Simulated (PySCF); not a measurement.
# Computed spin Hamiltonian

Compound: C7H12N (doublet state).
Z-matrix (Å and degrees, GFN2-xTB geometry), rows numbered from 1:
```
C 
C   1  1.5295
C   2  1.5034  1  112.05
C   3  1.3263  2  121.97  1  -106.72
C   4  1.4969  3  123.99  2  -179.78
N   5  1.4472  4  111.71  3   -15.95
C   6  1.3929  5  117.89  4    37.58
C   7  1.4890  6  118.10  5   -45.34
H   1  1.0872  2  110.94  3   -63.36
H   1  1.0876  2  110.20  3    56.77
H   1  1.0878  2  110.30  3   176.71
H   2  1.0919  1  108.92  3  -121.05
H   2  1.0932  1  108.96  3   121.29
H   4  1.0813  3  120.94  2    -1.15
H   5  1.0970  4  109.78  3  -135.72
H   5  1.1056  4  108.55  3   107.49
H   6  1.0114  5  113.11  4   173.22
H   7  1.0783  6  115.11  5   167.38
H   8  1.1029  3  108.29  2   -61.86
H   8  1.0973  3  109.33  2    52.96
```

The hyperfine couplings belong to this conformer and change with its torsions.

Identity: `CCC1=CCN[CH]C1` [radical].

Theory: UKS B3LYP, pcH-1 on C H N, non-relativistic, mean-field spin-orbit, GIAO in PySCF. Geometry: GFN2-xTB, one conformer, isolated molecule. The geometry wasn't refined by DFT: couplings that depend on bond lengths, twists or pyramidal angles can differ widely from those at the functional's own minimum. Stability of the SCF solution: not tested.

```
g1, g2, g3                      : 2.00214, 2.00274, 2.00329
g_iso                           : 2.00272
Form of g                       : rhombic: the two nearest values differ by 48 % of g3 − g1
⟨S²⟩                            : 0.7533 (exact 0.7500)
α and β electrons               : 31, 30
HOMO–LUMO gap, α and β orbitals : 4.20, 6.11 eV
Basis functions                 : 320
```

Isotropic coupling and dipolar principal values T1 to T3, in MHz:

```tsv
atom	isotope	a_iso	T1	T2	T3	Mulliken spin population
C1	13C	4.3	-0.3	-0.2	0.5	0.00
C2	13C	-1.3	-0.3	-0.2	0.4	0.00
C3	13C	2.8	-1.7	-0.2	1.9	0.01
C4	13C	0.5	-1.2	-0.1	1.3	0.00
C5	13C	18.9	-2.6	-1.2	3.8	0.00
N6	14N	12.5	-12.7	-12.3	25.0	0.17
C7	13C	122.6	-68.8	-67.8	136.6	0.84
C8	13C	-7.3	-2.5	-1.3	3.8	-0.05
H9	1H	0.6	-1.3	-0.7	2.0	0.00
H10	1H	-0.1	-0.8	-0.6	1.5	0.00
H11	1H	1.2	-0.5	-0.5	1.0	0.00
H12	1H	-0.2	-0.8	-0.7	1.5	0.00
H13	1H	1.6	-1.1	-0.9	2.0	0.00
H14	1H	-0.4	-1.3	-1.2	2.5	0.00
H15	1H	-0.8	-3.5	-2.8	6.3	0.00
H16	1H	18.2	-3.7	-2.5	6.2	0.02
H17	1H	-4.1	-14.1	-6.0	20.1	-0.01
H18	1H	-34.6	-31.7	-1.5	33.2	-0.03
H19	1H	89.1	-4.6	-2.8	7.4	0.05
H20	1H	39.0	-5.2	-4.7	9.8	0.01
```

The largest Mulliken spin populations are on C7 (+0.84) and N6 (+0.17). The angles at C7 add up to 351.4°, so it is slightly pyramidal.

Axes: g2 points within 8° of the N6–C7 bond.

Under fast tumbling the dipolar parts average out, and these isotropic splittings remain: 2 × 1H (H19/H20, I = 1/2, 3 lines) with 2.29 mT, 1 × 1H (H18, I = 1/2, 2 lines) with 1.24 mT, 1 × 14N (N6, I = 1, 3 lines) with 0.45 mT, 2 × 1H (H15/H16, I = 1/2, 3 lines) with 0.31 mT and 1 × 1H (H17, I = 1/2, 2 lines) with 0.14 mT.

Nuclei that the bonding pattern makes equivalent are averaged, as if the motion that swaps them (rotation, inversion, ring flip) were fast. The 1H value of +64.1 MHz is a mean of couplings from 39.0 to 89.1 MHz in this one geometry, not an average over conformers. The 1H value of +8.7 MHz is a mean of couplings from -0.8 to 18.2 MHz in this one geometry, not an average over conformers.

The 13C coupling of C7 (122.6 MHz) shows only in satellite lines or after enrichment, since that isotope makes up about 1.07 % of natural carbon.

β density exceeds α density at some nuclei, such as H18 (-0.0077), C8 (-0.0065) and C2 (-0.0012), spin density in bohr⁻³. In a single determinant that takes different orbitals for the two spins, that is spin polarisation.
